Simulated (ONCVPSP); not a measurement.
## PBE ONCV dataset for boron, scalar-relativistic all-electron reference.

* Element: B (Z = 5)
* Generator: ONCVPSP 4.0.1
* Type: optimised norm-conserving Vanderbilt (ONCV)
* Functional: PBE
* Relativity: scalar-relativistic
* Frozen core: [He]
* Valence charge: 3
* Reference configuration: 2s2 (charge +1)
* Partial waves: 2s: rc 1.02 bohr, ncon 3, nbas 6, qcut 5.8 1/bohr, 2 projectors, debl 1.2 Ha; p scattering state at 0.19 Ha: rc 1.25 bohr, ncon 3, nbas 7, qcut 6.6 1/bohr, 2 projectors, debl 2.7 Ha; d scattering state at 0.23 Ha: rc 1.50 bohr, ncon 5, nbas 8, qcut 5.9 1/bohr, 2 projectors, debl 1 Ha
* Local potential: polynomial inside 1.02 bohr (lpopt 4, dvloc0 0 Ha)
* Core correction: none

In the p channel the program set the typed energies aside and used 0.050, 2.750 Ha.

Poles of the logarithmic derivatives, all-electron (AE) and pseudo (PS). s: poles at no energy (AE) and no energy (PS) Ha. p: poles at 2.1 (AE) and 2.1 (PS) Ha. d: poles at 4.6 (AE) and 4.6 (PS) Ha. Test radii: s 1.03, p 1.27, d 1.52 bohr.

- Cutoffs needed: 12 Ha and 68 Ha (the cutoffs (Ha) at which the residual kinetic energy of the hardest occupied pseudo-wave falls to 1 and 0.1 mHa per electron)
- Ghost test: no bound ghost flagged; GHOST(+) flags only above 600 eV
- Configuration tests: 1 of 4 tests not solved or not reliable
